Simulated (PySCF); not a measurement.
## Electron correlation in Ag (silver, neutral)

[Kr] 4d10 5p1, 2P determinant (an excited configuration). All numbers are calculated (PySCF 2.14, scalar relativity through the core potential, in def2-TZVPPD with the def2 core potential (28 electrons) (6s4p3d2f1g, 56 functions)). Frozen: nothing; 19 electrons correlated.

```json
{"level": "CCSD", "correlation energy (mhartree)": "-603.28"}
{"level": "(T)", "correlation energy (mhartree)": "-16.39"}
{"level": "CCSD(T)", "correlation energy (mhartree)": "-619.67"}
```

Diagnostics: T1 = 0.013, D1 = 0.0681, largest double amplitude 0.026.

Cost of the coupled-cluster step: about 16 core-seconds, for 19 correlated electrons.

Iterations:

```
CC2 = 0
CCSD nocc = (np.int64(10), np.int64(9)), nmo = (56, 56)
frozen orbitals [[], []]
max_cycle = 100
direct = 0
conv_tol = 1e-08
conv_tol_normt = 1e-06
diis_space = 8
diis_start_cycle = 0
Init t2, MP2 energy = -0.628792147237244
Init E_corr(UCCSD) = -0.628792147237497
cycle = 1  E_corr(UCCSD) = -0.590306504255729  dE = 0.038485643  norm(t1,t2) = 0.073901
cycle = 2  E_corr(UCCSD) = -0.603708511339218  dE = -0.0134020071  norm(t1,t2) = 0.0244491
cycle = 3  E_corr(UCCSD) = -0.602483823128066  dE = 0.00122468821  norm(t1,t2) = 0.0131887
cycle = 4  E_corr(UCCSD) = -0.603162699262083  dE = -0.000678876134  norm(t1,t2) = 0.00686556
cycle = 5  E_corr(UCCSD) = -0.603346533941932  dE = -0.00018383468  norm(t1,t2) = 0.000974829
cycle = 6  E_corr(UCCSD) = -0.603264557475881  dE = 8.19764661e-05  norm(t1,t2) = 0.000526941
cycle = 7  E_corr(UCCSD) = -0.603270885914004  dE = -6.32843812e-06  norm(t1,t2) = 0.000218332
cycle = 8  E_corr(UCCSD) = -0.603286543888699  dE = -1.56579747e-05  norm(t1,t2) = 0.00014265
cycle = 9  E_corr(UCCSD) = -0.603283401850148  dE = 3.14203855e-06  norm(t1,t2) = 8.34187e-05
cycle = 10  E_corr(UCCSD) = -0.603280590744582  dE = 2.81110557e-06  norm(t1,t2) = 3.91886e-05
cycle = 11  E_corr(UCCSD) = -0.603282202828471  dE = -1.61208389e-06  norm(t1,t2) = 1.17859e-05
cycle = 12  E_corr(UCCSD) = -0.603281882331661  dE = 3.2049681e-07  norm(t1,t2) = 3.62706e-06
cycle = 13  E_corr(UCCSD) = -0.603281953553732  dE = -7.12220717e-08  norm(t1,t2) = 1.48409e-06
cycle = 14  E_corr(UCCSD) = -0.603281920180177  dE = 3.3373555e-08  norm(t1,t2) = 5.2849e-07
cycle = 15  E_corr(UCCSD) = -0.603281904631197  dE = 1.55489799e-08  norm(t1,t2) = 1.944e-07
cycle = 16  E_corr(UCCSD) = -0.603281907079515  dE = -2.4483171e-09  norm(t1,t2) = 1.12407e-07
UCCSD converged
E(UCCSD) = -146.6044338009664  E_corr = -0.6032819070795146
UCCSD(T) correction = -0.0163864696954725
```

The basis has no tight functions for the innermost shells, so their pair energies are far from complete.

This basis was not built for core-valence correlation, so the inner-shell part is incomplete.
